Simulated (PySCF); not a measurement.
Species: C8H13P.
Bonds: C1–C2, C2–C3, C2–P4, P4–C5, C5–C6 (double), C6–C7, C7–C8, C8–C9 (double), P4–C9. Hydrogens: H10, H11, H12 on C1; H13 on C2; H14, H15, H16 on C3; H17 on C5; H18 on C6; H19, H20 on C7; H21 on C8; H22 on C9.

The same species was optimised twice, with GFN2-xTB and with PBE0-D3(BJ)/def2-SVP (PySCF), and the same property calculations (PySCF, gas phase) were run on both structures.

```
     coordinate  GFN2-xTB  PBE0-D3(BJ)/def2-SVP  change
      C5=C6 (Å)     1.326                 1.339  +0.013
      C8=C9 (Å)     1.326                 1.339  +0.013
      P4–C5 (Å)     1.811                 1.817  +0.006
      P4–C9 (Å)     1.812                 1.815  +0.003
      C2–C3 (Å)     1.523                 1.520  -0.003
      C2–P4 (Å)     1.886                 1.884  -0.002
      C7–C8 (Å)     1.498                 1.497  -0.001
      C6–C7 (Å)     1.498                 1.497  -0.001
      C1–C2 (Å)     1.525                 1.525   0.000
   C6–C7–C8 (°)     113.5                 116.1    +2.6
   C2–P4–C9 (°)      98.6                 101.2    +2.6
   C5–P4–C9 (°)      96.7                  98.5    +1.8
   P4–C5–C6 (°)     123.5                 125.2    +1.7
   P4–C9–C8 (°)     123.6                 125.2    +1.6
   C2–P4–C5 (°)     100.3                 101.9    +1.6
   C7–C8–C9 (°)     124.7                 126.1    +1.4
   C5–C6–C7 (°)     124.9                 126.1    +1.2
C1–C2–P4–C5 (°)       -80                   -77      +3
```

Rotational constants: A = 2594, B = 993.4, C = 927.2 MHz (GFN2-xTB) against A = 2456, B = 994.2, C = 930.8 MHz (PBE0-D3(BJ)/def2-SVP). Point groups within 0.08 Å: C1 and C1.

On the GFN2-xTB structure: HOMO (eV) -6.07 [PBE0/pcSseg-1]; LUMO (eV) 0.01 [PBE0/pcSseg-1]; dipole (D) 1.33 [PBE0/pcSseg-1]; GIAO shielding of C1/C3 (mean) (ppm) 165.3 [PBE0/pcSseg-1]; GIAO shielding of C2 (ppm) 155.1 [PBE0/pcSseg-1]; GIAO shielding of P4 (ppm) 379.1 [PBE0/pcSseg-1]; GIAO shielding of C5/C9 (mean) (ppm) 53.9 [PBE0/pcSseg-1]; GIAO shielding of C6/C8 (mean) (ppm) 50.0 [PBE0/pcSseg-1]; GIAO shielding of C7 (ppm) 153.3 [PBE0/pcSseg-1].

Task: What do these properties become on the PBE0-D3(BJ)/def2-SVP structure?

Result: 
| property | level | on GFN2-xTB | on PBE0-D3(BJ)/def2-SVP | change |
| --- | --- | --- | --- | --- |
| HOMO (eV) | PBE0/pcSseg-1 | -6.07 | -5.94 | +0.13 |
| LUMO (eV) | PBE0/pcSseg-1 | 0.01 | -0.18 | -0.19 |
| dipole (D) | PBE0/pcSseg-1 | 1.33 | 1.55 | +0.22 |
| energy, GFN2-xTB geometry as zero (kcal/mol) | PBE0/pcSseg-1 | 0.0 | -1.5 | -1.5 |
| GIAO shielding of C1/C3 (mean) (ppm) | PBE0/pcSseg-1 | 165.3 | 163.8 | -1.5 |
| GIAO shielding of C2 (ppm) | PBE0/pcSseg-1 | 155.1 | 154.0 | -1.1 |
| GIAO shielding of P4 (ppm) | PBE0/pcSseg-1 | 379.1 | 372.5 | -6.6 |
| GIAO shielding of C5/C9 (mean) (ppm) | PBE0/pcSseg-1 | 53.9 | 54.2 | +0.3 |
| GIAO shielding of C6/C8 (mean) (ppm) | PBE0/pcSseg-1 | 50.0 | 44.7 | -5.3 |
| GIAO shielding of C7 (ppm) | PBE0/pcSseg-1 | 153.3 | 151.5 | -1.8 |

The heavy atoms differ by 0.115 Å rms after alignment. Among bonds between heavy atoms C5=C6 and C8=C9 change most and about equally (+0.013 Å). Changes are differences of the printed values. Neither structure is proved a minimum here.

The values belong to the conformer `[CH3:1][CH:2]([CH3:3])[P:4]1[CH:5]=[CH:6][CH2:7][CH:8]=[CH:9]1`: C1–C2–P4–C5 -77°.
